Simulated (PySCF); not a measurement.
Isomers of C5H10OSi3, one GFN2-xTB conformer each. Single-point energies are computed at PBE0/pcSseg-1 (PySCF, gas phase, no added dispersion term), electronic only.

```json
{"SMILES": "C#C[Si@@H]1C=C(C[SiH3])[SiH2]O1", "GFN2-xTB relative energy (kJ/mol)": "22.9"}
{"SMILES": "CC#C[Si@@H]1C=C[SiH2]O[SiH2]1", "GFN2-xTB relative energy (kJ/mol)": "0.0"}
{"SMILES": "C#C[Si@@H](O[SiH3])[SiH2]C#CC", "GFN2-xTB relative energy (kJ/mol)": "87.5"}
```

Conformers: `[CH:1]#[C:2][Si@@H:3]1[CH:4]=[C:5]([CH2:6][SiH3:7])[SiH2:8][O:9]1` with C4–C5–C6–Si7 -94°; `[CH:1]#[C:2][Si@@H:3]([O:4][SiH3:5])[SiH2:6][C:7]#[C:8][CH3:9]` with C2–Si3–O4–Si5 82°, C2–Si3–Si6–C7 -162°.

Task: What does PBE0/pcSseg-1 give for the same structures?

Result: 
| SMILES | PBE0/pcSseg-1 E (Eh) | PBE0/pcSseg-1 (kJ/mol) | GFN2-xTB (kJ/mol) | point group |
| --- | --- | --- | --- | --- |
| CC#C[Si@@H]1C=C[SiH2]O[SiH2]1 | -1139.50972 | 0.0 | 0.0 | C1 |
| C#C[Si@@H]1C=C(C[SiH3])[SiH2]O1 | -1139.50097 | 23.0 | 22.9 | C1 |
| C#C[Si@@H](O[SiH3])[SiH2]C#CC | -1139.45315 | 148.5 | 87.5 | C1 |

Both levels put the same isomer lowest; measured from each level's own lowest isomer, the values differ by up to 61.0 kJ/mol (C#C[Si@@H](O[SiH3])[SiH2]C#CC: 87.5 against 148.5). As drawn, the lowest has a C=C bond outside aromatic rings, which the highest lacks.

Task: Which frontier levels, dipoles and rotational constants go with these structures?

Result: 
```tsv
SMILES	HOMO (eV, PBE0/pcSseg-1)	LUMO (eV)	dipole (D)	A, B, C (MHz)
CC#C[Si@@H]1C=C[SiH2]O[SiH2]1	-7.30	-0.80	2.09	1791, 532.2, 463.9
C#C[Si@@H]1C=C(C[SiH3])[SiH2]O1	-7.53	-0.82	1.86	1536, 604.9, 514.9
C#C[Si@@H](O[SiH3])[SiH2]C#CC	-7.43	-0.84	1.21	1286, 564.9, 420.6
```

Task: As an exercise, what shares would exp(−E/RT) give at 2000 K from these electronic energies alone (no entropy, no degeneracies)?

Result: RT = 16.629 kJ/mol: CC#C[Si@@H]1C=C[SiH2]O[SiH2]1 79.9 %, C#C[Si@@H]1C=C(C[SiH3])[SiH2]O1 20.1 %, C#C[Si@@H](O[SiH3])[SiH2]C#CC under 0.1 %.
